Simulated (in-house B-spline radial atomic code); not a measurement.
A fraction x of an electron is moved 5s → 5f in Xe III (Xe2+), starting from [Kr] 4d10 5s2 5p4 and keeping the highest spin. All numbers are computed (non-relativistic BP86, spin-polarised, spherical fractional occupations; point nucleus) with an all-electron radial atomic-structure program (B-spline basis), not measured.

| x | E(x) - E(0) (eV) | 5s down level (eV) | 5f up level (eV) |
| --- | --- | --- | --- |
| 0 | 0.0000 | -36.592 | - |
| 0.125 | 4.1078 | -37.401 | -4.410 |
| 0.25 | ? | ? | ? |
| 0.375 | 12.4620 | -38.918 | -5.054 |
| 0.5 | ? | ? | ? |
| 0.625 | 21.0412 | -40.305 | -5.539 |
| 0.75 | 25.4144 | -40.956 | -5.753 |
| 0.875 | 29.8416 | -41.581 | -5.953 |
| 1 | 34.3209 | - | -6.143 |

(1) What belongs in the row x = 0.25?

(2) What belongs in the row x = 0.5?

(3) Check Janak's theorem between x = 0.625 and 0.75.

## Answers

(1) An energy change of 8.2573 eV; 5s down at -38.178 eV, 5f up at -4.766 eV.

(2) An energy change of 16.7234 eV; 5s down at -39.626 eV, 5f up at -5.308 eV.

(3) The slope of the energy is 34.99 eV; the orbital levels give 34.98 eV (ε of the receiving orbital less ε of the emptying one, averaged over the two points).
